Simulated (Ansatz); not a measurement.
`N[SiH](F)CF` + H₂O → `N[SiH](O)F` + `CF`  (formal hydrolysis of the Si–C bond)

Isolated molecules relaxed with PBE0-D4/def2-TZVP in Ansatz; ΔE leaves out vibrations. CBS: MP2 limit from def2 TZ/QZ plus the TZ coupled-cluster correction, frozen cores. This one scheme is used for every species. Functionals use def2-TZVPP. HSE06 is defined as in plane-wave codes. Each species was taken in one conformer, which may not be the lowest.

```json
{"level": "LDA (SPW92)", "ΔE (kJ/mol)": "-122.2"}
{"level": "HSE06", "ΔE (kJ/mol)": "-127.2"}
{"level": "HF/def2-SVP", "ΔE (kJ/mol)": "-141.6"}
{"level": "HF/CBS(def2)", "ΔE (kJ/mol)": "-153.8"}
```

Q: What does CCSD(T)/CBS give? (An estimate is asked.)

A: The calculation gave: -130.6 kJ/mol. The listed levels differ from it by 8.4, 3.4, -11.0, -23.2 kJ/mol.

Largest T1 diagnostic among the species: 0.011.

Leaving LDA and LC-ωPBE aside and taking each functional with its dispersion term where it has one, the values, not all of them listed here, spread over 22.1 kJ/mol, from BHLYP-D4 to revPBE-D4. In def2-TZVPP, CCSD(T) changes the Hartree–Fock value by +19.4 kJ/mol (the triples alone add +2.4 kJ/mol) and MP2 by +16.5 kJ/mol. From BLYP to BHLYP (50 % exact exchange), in def2-TZVPP and without D4, ΔE moves by −12.0 kJ/mol.
